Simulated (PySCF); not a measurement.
Te(SMe)(GeH3) (CH6GeSTe), SMILES [GeH3][Te]SC.

Geometry: PBE0-D3(BJ)/def2-SVP. This is a generated structure with no PubChem entry under its InChIKey; it may be hypothetical. The def2 effective core potentials stand for the cores of Te; spin–orbit coupling is left out. One conformer was computed; it need not be the lowest.

Computed with TDDFT-PBE/def2-SVPD run with PySCF.

Vertical excitations. 

```
state  energy (eV)  λ (nm)      f                                                                main pairs
-----  -----------  ------  -----  ------------------------------------------------------------------------
S1            3.07     404  0.001                                                           HOMO→LUMO 100 %
S2            3.22     386  0.001                                                         HOMO−1→LUMO 100 %
S3            4.03     308  0.009                                                          HOMO→LUMO+1 99 %
S4            4.21     294  0.039                                                        HOMO−1→LUMO+1 96 %
S5            4.95     250  0.020                                                          HOMO→LUMO+2 99 %
S6            5.14     241  0.004                                      HOMO−1→LUMO+2 70 %, HOMO→LUMO+3 19 %
S7            5.15     241  0.002                    HOMO→LUMO+3 52 %, HOMO−1→LUMO+2 29 %, HOMO−2→LUMO 17 %
S8            5.35     232  0.033                      HOMO−3→LUMO 40 %, HOMO−2→LUMO 33 %, HOMO→LUMO+3 22 %
S9            5.42     229  0.001                                                        HOMO−1→LUMO+3 97 %
S10           5.70     217  0.065  HOMO−3→LUMO 35 %, HOMO−2→LUMO 16 %, HOMO→LUMO+4 16 %, HOMO−1→LUMO+4 15 %
T1            2.53     489      0                                                           HOMO→LUMO 100 %
T2            2.75     451      0                                                         HOMO−1→LUMO 100 %
T3            3.63     342      0                                                         HOMO→LUMO+1 100 %
T4            3.88     319      0                                                        HOMO−1→LUMO+1 99 %
```
Triplets are in the Tamm–Dancoff approximation, which puts them higher than full response would, so one can lie above its singlet here.
